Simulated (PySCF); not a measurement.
Atomic charges by several schemes

Compound: C8H11ClSi.
Atom-mapped SMILES: `[CH3:1][C:2]1=[C:3]([Cl:4])[CH:5]=[CH:6][Si@H:7]1[CH:8]1[CH2:9][CH2:10]1` (hydrogens: H11, H12, H13 on C1; H14 on C5; H15 on C6; H16 on Si7; H17 on C8; H18, H19 on C9; H20, H21 on C10)

Structure used (GFN2-xTB), in Å, numbered top down from 1:
```xyz
21
C8H11ClSi angstrom
C     -2.3585   -1.2593    0.8175
C     -1.5949   -0.1461    0.1942
C     -1.8736    1.1583    0.3054
Cl    -3.2010    1.8043    1.2171
C     -1.0084    2.1055   -0.3838
C      0.0031    1.5745   -1.0774
Si    -0.0513   -0.3015   -0.9008
C      1.4196   -1.0220    0.0297
C      2.8064   -0.4995   -0.2249
C      2.1304   -0.1982    1.0692
H     -1.7074   -1.8341    1.4756
H     -2.7266   -1.9366    0.0472
H     -3.2041   -0.8887    1.3936
H     -1.2176    3.1620   -0.3041
H      0.7005    2.1824   -1.6277
H     -0.3063   -1.0155   -2.1571
H      1.3606   -2.0830    0.2396
H      2.9281    0.3018   -0.9369
H      3.6244   -1.2047   -0.2256
H      2.4820   -0.6927    1.9626
H      1.7856    0.8101    1.2409
```

Density: PBE0/pcSseg-1 (PySCF); schemes: Mulliken, IAO, Hirshfeld and ESP-fitted. Geometry: GFN2-xTB, one conformer, isolated molecule.

Problem. Atoms with like bonding are taken together and averaged. At which atom do the 4 schemes differ most?

Solution. At Si7: from +0.363 (Hirshfeld) to +1.038 e (Mulliken), 0.675 e apart.

Problem. Which atoms carry the highest charge in the Mulliken, IAO, Hirshfeld and ESP-fitted schemes?

Solution. All schemes agree: Mulliken Si7 (+1.038); IAO Si7 (+0.902); Hirshfeld Si7 (+0.363); ESP-fitted Si7 (+0.368).

Problem. For which atoms does the sign change between the 4 schemes (beyond +0.03 e in one, beyond −0.03 e in another)?

Solution. For none.

Problem. What partial charge does each atom carry?

Solution. In e; atoms taken as equivalent share a row and are averaged (×n: the atom named and its like, n in all):

```tsv
atom	environment	Mulliken	IAO	Hirshfeld	ESP-fitted
C1	allylic carbon	-0.148	-0.421	-0.124	-0.444
C2	fully substituted alkene carbon	-0.486	-0.265	-0.091	+0.025
C3	vinylic C–Cl carbon	-0.150	-0.032	+0.003	-0.012
Cl4	vinyl chlorine	-0.110	-0.047	-0.032	-0.088
C5	alkene CH carbon	+0.019	-0.128	-0.046	-0.136
C6	alkene CH carbon	-0.410	-0.444	-0.145	-0.320
Si7	SiH silicon	+1.038	+0.902	+0.363	+0.368
C8	sp3 carbon bound to silicon	-0.554	-0.418	-0.132	-0.192
C9	three-membered-ring carbon	-0.208	-0.279	-0.086	-0.363
C10	three-membered-ring carbon	-0.198	-0.278	-0.085	-0.259
H11/H12/H13	methyl hydrogen	+0.128	+0.153	+0.042	+0.136
H14	vinylic hydrogen	+0.094	+0.161	+0.049	+0.154
H15	vinylic hydrogen	+0.109	+0.158	+0.044	+0.168
H16	Si–H hydrogen	-0.061	-0.115	-0.072	-0.075
H17	methine hydrogen	+0.145	+0.153	+0.045	+0.151
H18	methylene hydrogen	+0.130	+0.144	+0.045	+0.166
H19	methylene hydrogen	+0.131	+0.151	+0.049	+0.165
H20	methylene hydrogen	+0.131	+0.151	+0.050	+0.143
H21	methylene hydrogen	+0.144	+0.151	+0.042	+0.140
```

Mean size of the charges over all atoms: IAO 0.231 e, Mulliken 0.221 e, ESP-fitted 0.180 e, Hirshfeld 0.077 e. Each set sums to the total charge, 0, to within 0.001 e. The Mulliken scheme counts on each atom the diagonal of the density matrix times the overlap matrix over that atom's basis functions.

Problem. How closely do the schemes follow one another over all atoms?

Solution. Correlation coefficient and root-mean-square difference: IAO with Hirshfeld 0.99, 0.193 e; Mulliken with Hirshfeld 0.95, 0.217 e; Mulliken with IAO 0.94, 0.104 e; IAO with ESP-fitted 0.89, 0.146 e; Hirshfeld with ESP-fitted 0.84, 0.135 e; Mulliken with ESP-fitted 0.72, 0.220 e.

Problem. How many electrons does the Hirshfeld scheme count on Cl4?

Solution. Z − q = 17 − (-0.032) = 17.032.
